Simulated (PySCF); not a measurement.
FS, SMILES F[S] (connectivity only; charge and spin as stated), charge -1, multiplicity 1. Atoms are numbered in the order given.

```xyz
2

F      0.0000     0.0000    -1.1152
S      0.0000     0.0000     0.6273
```
Charge -1, spin multiplicity 1.

Coordinates come from a PBE-D3(BJ)/def2-TZVPD optimisation. The spin state was assumed, not searched.

Two levels are set side by side: PBE/pcSseg-2 (PySCF) and PBE0/pcSseg-2 (PySCF). GIAO shifts against CFCl3 (¹⁹F), H2S (³³S) at the same level; non-relativistic, no solvent, atoms listed together averaged. Differences are taken from unrounded values.

```json
[
 {"quantity": "δ(¹⁹F) of F1 (ppm)", "PBE0": "-739.5"},
 {"quantity": "δ(³³S) of S2 (ppm)", "PBE0": "1759.3"}
]
```

Task: What does PBE give, and how far is it from PBE0? (Estimate from the structure and the level; the computed values follow.)

Result: 
| quantity | PBE | PBE minus PBE0 |
|---|---|---|
| δ(¹⁹F) of F1 (ppm) | -770.0 | -30.4 |
| δ(³³S) of S2 (ppm) | 1758.8 | -0.5 |

Rough cost on one machine, each run with all the roots and properties that it gave: PBE0 against PBE within a factor of 2.
